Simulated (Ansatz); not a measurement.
CCl$_{2}$NOSi (`O=C=N[Si](Cl)Cl`) radical, relaxed with UKS PBE-D4/def2-SVP in the Gaussian-basis code of Ansatz from a rough embedded geometry. The force threshold is 0.03 eV/Å; the program also tests the step.

Total charge 0; spin multiplicity 2.

Start:

```xyz
6

O    -2.418    1.089    0.581
C    -1.345    0.811    0.549
N    -0.241    0.538    0.549
Si    1.315   -0.291    0.049
Cl    1.058   -2.280    0.194
Cl    1.632    0.132   -1.922
```

Task: By how much does the energy fall, and how many steps does the optimiser take? (Best estimate.)

Result: Computed: 0.92 eV, in 9 steps, 1 of them rejected.

Task: Which bonds change most? (An estimate is asked.)

Result: Ansatz gave: N3–Si4 from 1.832 to 1.721 Å; C2–N3 from 1.137 to 1.216 Å; O1–C2 from 1.108 to 1.178 Å; Si4–Cl5 from 2.011 to 2.079 Å.

Task: Give the relaxed structure. (An estimate is asked.)

Result: Ansatz gave: 
```xyz
6

O    -2.430    1.358    0.883
C    -1.441    0.816    0.538
N    -0.439    0.242    0.161
Si    1.197   -0.272    0.015
Cl    1.253   -2.330    0.305
Cl    1.859    0.185   -1.902
```
